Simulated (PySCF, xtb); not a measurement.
methylammonium (CH6N), SMILES C[NH3+], charge +1.

Harmonic wavenumbers (cm⁻¹) from GFN2-xTB in xtb at its own minimum, in rising order: 298, 877, 877, 1018, 1184, 1184, 1366, 1425, 1430, 1431, 1445, 1445, 3070, 3073, 3073, 3234, 3234, 3247.

Problem. What does ωB97X-D3(BJ)/def2-TZVP (PySCF) give at its own minimum? (An estimate is asked for; the answer gives what the named calculation found.)

Solution. 292, 916, 916, 960, 1286, 1286, 1474, 1503, 1503, 1537, 1675, 1675, 3111, 3217, 3217, 3434, 3510, 3510. Paired by order, the mean absolute difference is 124 cm⁻¹ and the zero-point energies are 47.1 and 50.1 kcal/mol.
